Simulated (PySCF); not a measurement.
Computed vibrations of [YbOF]−

[YbOF]− (singlet). PySCF 2.14.0, RKS PBE0, Yb def2-SVP with ECP28, O def2-SVP, F def2-SVP; non-relativistic Hamiltonian with scalar-relativistic core potentials where named; density fitting; no spin-orbit coupling. Central differences of gradients.

```xyz
3

Yb    0.0354    0.0000   -0.1874
O     1.6041    0.0000    0.8891
F    -1.6746    0.0000    0.9672
```

Run from Python with OMP_NUM_THREADS=2. Where DIIS fails, smearing, a level shift and second-order steps follow.
It took 72 s on 2 threads of Arm Neoverse V2, on a shared host.

**Question.** What are the harmonic wavenumbers and infrared intensities?

**Answer.** Modes are labelled in Cs; negative numbers are unstable modes, those under 60 cm⁻¹ near the noise; a finer grid moves soft modes by up to 10 cm⁻¹.
```csv
cm⁻¹,km/mol,symmetry
164,9.6,a'
467,96.1,a'
647,225.3,a'
```

**Question.** Is this a minimum?

**Answer.** Yes. Ideal gas at 298.15 K and 1 bar: S = 293.2 J/(mol K), Cp = 50.6 J/(mol K), H − H(0 K) = 12.6 kJ/mol (rigid rotor, harmonic modes, spin degeneracy alone).
